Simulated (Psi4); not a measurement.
C₄H₉ (SMILES [CH2-]CCC), charge -1, singlet, geometry from GFN2-xTB (a gas-phase anion, which may not be bound at this level); B3LYP5/6-311G** (Psi4).

Input for Psi4:
```
memory 2 GB

molecule mol {
-1 1
C     0.829510    1.915796   -0.015732
C     0.742410    0.401183   -0.007432
C    -0.678388   -0.249852    0.006200
C    -0.659896   -1.778116    0.013801
H    -1.670383   -2.200601    0.023291
H     0.231848    2.281219    0.875870
H     0.218913    2.272219   -0.902196
H    -0.130482   -2.145303    0.893931
H    -0.143316   -2.154232   -0.870177
H     1.262612   -0.001503   -0.894548
H     1.275493    0.007459    0.876054
H    -1.229672    0.098869   -0.874319
H    -1.216828    0.107805    0.891071
}

set {
  basis 6-311g**
  reference rks
}

energy('b3lyp5')
print_variables()
```

Q: Write the output that Psi4 gives for this input, abridged.

A: 
```
   => Loading Basis Set <=

    Name: 6-311G**
    Role: ORBITAL
    Keyword: BASIS

         ---------------------------------------------------------
                                   SCF
               by Justin Turney, Rob Parrish, Andy Simmonett
                          and Daniel G. A. Smith
                              RKS Reference
         ---------------------------------------------------------

  ==> Geometry <==

    Molecular point group: c1
    Full point group: C1

    Geometry (in Angstrom), charge = -1, multiplicity = 1:

       Center              X                  Y                   Z               Mass
    ------------   -----------------  -----------------  -----------------  -----------------
         C            0.805139273036     1.885649127022    -0.015402047940    12.000000000000
         C            0.718039273036     0.371036127022    -0.007102047940    12.000000000000
         C           -0.702758726964    -0.279998872978     0.006529952060    12.000000000000
         C           -0.684266726964    -1.808262872978     0.014130952060    12.000000000000
         H           -1.694753726964    -2.230747872978     0.023620952060     1.007825032230
         H            0.207477273036     2.251072127022     0.876199952060     1.007825032230
         H            0.194542273036     2.242072127022    -0.901866047940     1.007825032230
         H           -0.154852726964    -2.175449872978     0.894260952060     1.007825032230
         H           -0.167686726964    -2.184378872978    -0.869847047940     1.007825032230
         H            1.238241273036    -0.031649872978    -0.894218047940     1.007825032230
         H            1.251122273036    -0.022687872978     0.876383952060     1.007825032230
         H           -1.254042726964     0.068722127022    -0.873989047940     1.007825032230
         H           -1.241198726964     0.077658127022     0.891400952060     1.007825032230

  Running in c1 symmetry.

  Rotational constants: A =      0.80816  B =      0.12409  C =      0.11700 [cm^-1]
  Rotational constants: A =  24228.08264  B =   3720.11611  C =   3507.49812 [MHz]
  Nuclear repulsion =  122.035741282435126

  Charge       = -1
  Multiplicity = 1
  Electrons    = 34
  Nalpha       = 17
  Nbeta        = 17

  ==> Algorithm <==

  SCF Algorithm Type is DF.
  DIIS enabled.
  MOM disabled.
  Fractional occupation disabled.
  Guess Type is SAD.
  Energy threshold   = 1.00e-06
  Density threshold  = 1.00e-06
  Integral threshold = 1.00e-12

  ==> Primary Basis <==

  Basis Set: 6-311G**
    Blend: 6-311G**
    Number of shells: 68
    Number of basis functions: 126
    Number of Cartesian functions: 130
    Spherical Harmonics?: true
    Max angular momentum: 2

  ==> DFT Potential <==

   => LibXC <=

    Version 7.1.2
    S. Lehtola, C. Steigemann, M. J. T. Oliveira, and M. A. L. Marques,  SoftwareX 7, 1–5 (2018) (10.1016/j.softx.2017.11.002)

   => Composite Functional: B3LYP5 <=

    B3LYP5 Hyb-GGA Exchange-Correlation Functional

    P. J. Stephens, F. J. Devlin, C. F. Chabalowski, and M. J. Frisch,  J. Phys. Chem. 98, 11623 (1994) (10.1021/j100096a001)

    Deriv               =              1
    GGA                 =           TRUE
    Meta                =          FALSE

    Exchange Hybrid     =           TRUE
    MP2 Hybrid          =          FALSE

   => Exchange Functionals <=

    0.0800   Slater exchange
    0.7200         Becke 88

   => Exact (HF) Exchange <=

    0.2000               HF

   => Correlation Functionals <=

    0.1900   Vosko, Wilk & Nusair (VWN5)
    0.8100   Lee, Yang & Parr

   => LibXC Density Thresholds  <==

    XC_HYB_GGA_XC_B3LYP5:  1.00E-15

   => Molecular Quadrature <=

    Radial Scheme          =       TREUTLER
    Pruning Scheme         =           NONE
    Nuclear Scheme         =       TREUTLER

    Blocking Scheme        =         OCTREE
    BS radius alpha        =              1
    Pruning alpha          =              1
    Radial Points          =             75
    Spherical Points       =            302
    Total Points           =         277897
    Total Blocks           =           2114
    Max Points             =            256
    Max Functions          =            126
    Weights Tolerance      =       1.00E-15

   => Loading Basis Set <=

    Name: (6-311G** AUX)
    Role: JKFIT
    Keyword: DF_BASIS_SCF

  ==> Integral Setup <==

  SCF_SUBTYPE=INCORE selected. In-core MEM_DF algorithm will be used.
  Using in-core AOs.

  ==> MemDFJK: Density-Fitted J/K Matrices <==

    J tasked:                   Yes
    K tasked:                   Yes
    wK tasked:                   No
    Algorithm:                 Core
    Schwarz Cutoff:           1E-12
    Mask sparsity (%):       2.6959
    Fitting Condition:        1E-10

   => Auxiliary Basis Set <=

  Basis Set: (6-311G** AUX)
    Blend: CC-PVTZ-JKFIT
    Number of shells: 190
    Number of basis functions: 586
    Number of Cartesian functions: 699
    Spherical Harmonics?: true
    Max angular momentum: 4

  Minimum eigenvalue in the overlap matrix is 2.1832501297E-03.
  Reciprocal condition number of the overlap matrix is 3.0101425206E-04.
    Using symmetric orthogonalization.

  ==> Pre-Iterations <==

  SCF Guess: Superposition of Atomic Densities via on-the-fly atomic UHF (no occupation information).

   -------------------------
    Irrep   Nso     Nmo
   -------------------------
     A        126     126
   -------------------------
    Total     126     126
   -------------------------

  ==> Iterations <==

                           Total Energy        Delta E     RMS |[F,P]|

   @DF-RKS iter SAD:  -156.93866948701375   -1.56939e+02   0.00000e+00
   @DF-RKS iter   1:  -156.92559528791554    1.30742e-02   9.26162e-03 DIIS/ADIIS
   @DF-RKS iter   2:  -154.85487685234949    2.07072e+00   1.43639e-02 DIIS/ADIIS
   @DF-RKS iter   3:  -157.57146731937527   -2.71659e+00   3.33546e-03 DIIS/ADIIS
   @DF-RKS iter   4:  -157.67151040189796   -1.00043e-01   1.30425e-03 DIIS/ADIIS
   @DF-RKS iter   5:  -157.68511708675672   -1.36067e-02   3.82037e-04 DIIS/ADIIS
   @DF-RKS iter   6:  -157.68618573848923   -1.06865e-03   1.40936e-04 DIIS/ADIIS
   @DF-RKS iter   7:  -157.68633108271447   -1.45344e-04   2.68007e-05 DIIS
   @DF-RKS iter   8:  -157.68633712083118   -6.03812e-06   6.95004e-06 DIIS
   @DF-RKS iter   9:  -157.68633749740749   -3.76576e-07   2.91940e-06 DIIS
   @DF-RKS iter  10:  -157.68633756370483   -6.62973e-08   9.14266e-07 DIIS
  Energy and wave function converged.

  ==> Post-Iterations <==

   Electrons on quadrature grid:
      Ntotal   =   33.9998286364 ; deviation = -1.714e-04

    Orbital Energies [Eh]
    ---------------------

    Doubly Occupied:

[...]
    Virtual:

[...]
     126A     24.097344

    Final Occupation by Irrep:
              A
    DOCC [    17 ]
    NA   [    17 ]
    NB   [    17 ]

  @DF-RKS Final Energy:  -157.68633756370483

   => Energetics <=

    Nuclear Repulsion Energy =            122.0357412824351258
    One-Electron Energy =                -458.8027376746413211
    Two-Electron Energy =                 199.4302735703101348
    DFT Exchange-Correlation Energy =     -20.3496147418087894
    Empirical Dispersion Energy =           0.0000000000000000
    VV10 Nonlocal Energy =                  0.0000000000000000
    Total Energy =                       -157.6863375637048250

Computation Completed

Properties will be evaluated at   0.000000,   0.000000,   0.000000 [a0]

Properties computed using the SCF density matrix

 Multipole Moments:

 ------------------------------------------------------------------------------------
     Multipole            Electronic (a.u.)      Nuclear  (a.u.)        Total (a.u.)
 ------------------------------------------------------------------------------------

 L = 1.  Multiply by 2.5417464519 to convert [e a0] to [Debye]
 Dipole X            :          0.1920675           -1.5197801           -1.3277126
 Dipole Y            :         -0.7960214           -1.8799918           -2.6760132
 Dipole Z            :          0.0026285            0.0205742            0.0232028
 Magnitude           :                                                    2.9873744

 ------------------------------------------------------------------------------------

  Variable Map:
  ----------------------------------------------------------------------------
[...]
  Array Variable Map:
  ----------------------------------------------------------------------------
[...]
[...]
```
